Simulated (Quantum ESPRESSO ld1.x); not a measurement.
The numbers below are computed, except where a source is named.
Question: Radial electron density D(r) = 4 pi r^2 rho(r) of an atom or ion with 4 electrons. Code: ld1.x of Quantum ESPRESSO 7.5. Model: scalar-relativistic Kohn-Sham, Slater X-alpha with alpha = 1, spin-unpolarised, spherical densities, point nucleus.

```
   r/bohr * D(r) (the largest magnitude, 6.44, reaches the edge; | marks zero)
  0.01374 | *
  0.01524 |  *
  0.01678 |  *
  0.01862 |   *
  0.02049 |    *
  0.02274 |     *
  0.02503 |      *
  0.02777 |       *
  0.03057 |        *
  0.03365 |          *
  0.03734 |            *
   0.0411 |              *
   0.0456 |                *
   0.0502 |                   *
   0.0557 |                      *
  0.06131 |                         *
  0.06803 |                             *
  0.07489 |                                *
   0.0831 |                                    *
  0.09147 |                                        *
   0.1015 |                                           *
   0.1117 |                                               *
    0.123 |                                                 *
   0.1365 |                                                    *
   0.1502 |                                                     *
   0.1667 |                                                      *
   0.1835 |                                                      *
   0.2036 |                                                    *
   0.2241 |                                                 *
   0.2486 |                                             *
   0.2737 |                                         *
   0.3037 |                                   *
   0.3343 |                              *
    0.368 |                        *
   0.4083 |                   *
   0.4494 |               *
   0.4987 |            *
   0.5489 |          *
   0.6091 |         *
   0.6705 |         *
    0.744 |          *
   0.8189 |           *
   0.9087 |            *
        1 |             *
     1.11 |             *
    1.222 |             *
    1.345 |            *
    1.492 |          *
    1.643 |       *
    1.823 |     *
    2.006 |   *
    2.226 |  *
     2.45 | *
    2.719 |*
    2.993 *
    3.321 *
    3.656 *
    4.056 *
    4.465 *
```

What is the nuclear charge?

Answer: Z = 6. The innermost maximum, from 1s, lies near gamma/Z bohr with gamma = sqrt(1 - (Z/c)^2) = 0.999, here 0.167 bohr (found: 0.168), and its height grows with Z. The density is that of the carbon ion C2+ in [He] 2s2; the configuration itself is not fixed sharply by these data. D(r) has 2 maxima, at r = 0.168, 1.07 bohr, and minima at 0.624 bohr, inside which lie 2.06 electrons.
